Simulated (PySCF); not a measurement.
A structure optimised at PBE-D3(BJ)/def2-SVP, used in a PySCF frequency run:

```
Si
N 1 1.7353
H 2 1.0216 1 120.98
H 2 1.0223 3 111.41 1 149.72
H 1 1.5058 2 107.01 3 -176.91
C 1 1.9510 5 107.43 2 136.95
F 6 1.3951 1 118.55 5 -41.22
H 6 1.1177 7 107.76 1 124.49
C 6 1.5414 8 109.01 7 -124.15
H 9 1.1088 6 114.94 8 46.54
H 9 1.1127 10 107.91 6 -121.81
Si 9 1.9310 10 119.14 11 -121.78
H 12 1.5034 9 115.71 10 86.71
H 12 1.5069 13 109.17 9 127.48
```
Charge 0, spin multiplicity 1.

Problem. Write its SMILES and formula.

Solution. N[Si@H]1[SiH2]C[C@@H]1F, C2H8FNSi2

Problem. What are its rotational constants (standard atomic weights)?

Solution. 2.3113, 2.1927, 1.2242 GHz
